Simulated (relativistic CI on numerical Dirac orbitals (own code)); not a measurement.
**Cr³⁺ in a cubic cluster: 1s photoemission with charge transfer**

Computed with a charge-transfer multiplet model of a cubic metal-ligand cluster with up to 2 ligand holes, Slater and spin-orbit integrals from Dirac-Coulomb-Breit ions, Slater integrals scaled by 0.8. The ground state mixes d3 with configurations of k ligand holes L, whose averages lie at kΔ + k(k − 1)U_dd/2; a core hole lowers each added d electron by U_cd. 300 K, Lorentzian 1.1 eV and Gaussian 0.6 eV FWHM.

Atomic integrals in eV (Slater integrals scaled, ζ unscaled), ground: F2dd 8.574, F4dd 5.368, zeta_d 0.033; with the core hole: F2dd 9.940, F4dd 6.254, zeta_d 0.051, G2cd 0.050.

Cluster parameters (eV): Δ = 4.7, U_dd = 5.2, U_cd = 6.5, 10Dq = 1.25, 10Dq(ligand) = 0.9, final-state hopping factor = 0.9.

```tsv
Case	n_d	d3	d4L	d5L2	S
V(eg) = 0.95 eV, V(t2g) = -0.48 eV	3.16	0.85	0.15	0.00	1.50
V(eg) = 1.25 eV, V(t2g) = -0.63 eV	3.23	0.78	0.21	0.01	1.50
V(eg) = 1.85 eV, V(t2g) = -0.93 eV	3.37	0.66	0.31	0.03	1.50
```

Weights, n_d and S are thermal averages at 300 K. Binding energies count from the first peak over 30 % of the highest in each spectrum, which can be another peak from case to case. The parameters are a model scan and need not match a compound or its usual spin state. Peaks in eV (height, largest 100):
- V(eg) = 0.95 eV, V(t2g) = -0.48 eV: 0.0 (100), 2.5 (76), 5.2 (98)
- V(eg) = 1.25 eV, V(t2g) = -0.63 eV: 0.0 (100), 2.9 (46), 6.1 (58)
- V(eg) = 1.85 eV, V(t2g) = -0.93 eV: 0.0 (100), 3.5 (19), 7.8 (26)

For the case V(eg) = 1.25 eV, V(t2g) = -0.63 eV, Δ = 4.7 eV is smaller than U_dd = 5.2 eV, the charge-transfer side of the Zaanen-Sawatzky-Allen scheme. With the core hole the average of the configuration with one ligand hole lies at Δ − U_cd = -1.8 eV before mixing: the effective hopping of about 2.4 eV (from the holes of the mixed ground state) is comparable with this gap or larger, so the configurations mix strongly.
